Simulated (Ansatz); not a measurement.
Compare A (`O[SiH]1[NH][GeH2]1`) with its isomer B (`[NH2][Ge][O][SiH3]`).

Isolated molecules relaxed with PBE0-D4/def2-TZVP in Ansatz; ΔE leaves out vibrations. CCSD(T)/CBS is the MP2 limit (def2-TZVPP, def2-QZVPP) plus CCSD(T) − MP2 in def2-TZVPP, frozen cores. Functionals use def2-TZVPP. For Ge outer-core shells are correlated without core-valence functions, which leaves a few kJ/mol of doubt a bond. Scalar relativity is left out up to krypton. Each species was taken in one conformer, which may not be the lowest.

Which is lower in electronic energy at CCSD(T)/CBS, and by how much? (Best estimate.)

The calculation gave: B, by 27.0 kcal/mol.

Give E(B) − E(A) in kcal/mol with CCSD/def2-TZVPP, B2PLYP, MP2/def2-TZVPP, CCSD(T)/def2-TZVPP, HF/def2-TZVPP, PBE0-D4, r2SCAN-D4. (Estimate.)

Ansatz gave: CCSD/def2-TZVPP -27.1, B2PLYP -29.7, MP2/def2-TZVPP -25.1, CCSD(T)/def2-TZVPP -26.2, HF/def2-TZVPP -34.6, PBE0-D4 -23.3, r2SCAN-D4 -24.1. None reverses the order clearly.

Largest T1 diagnostic: 0.014.

From PBE to PBE0 (25 % exact exchange), in def2-TZVPP and without D4, E(B) − E(A) moves by +1.2 kcal/mol. In def2-TZVPP, CCSD(T) changes the Hartree–Fock value by +8.4 kcal/mol (the triples alone add +1.0 kcal/mol) and MP2 by +9.5 kcal/mol.
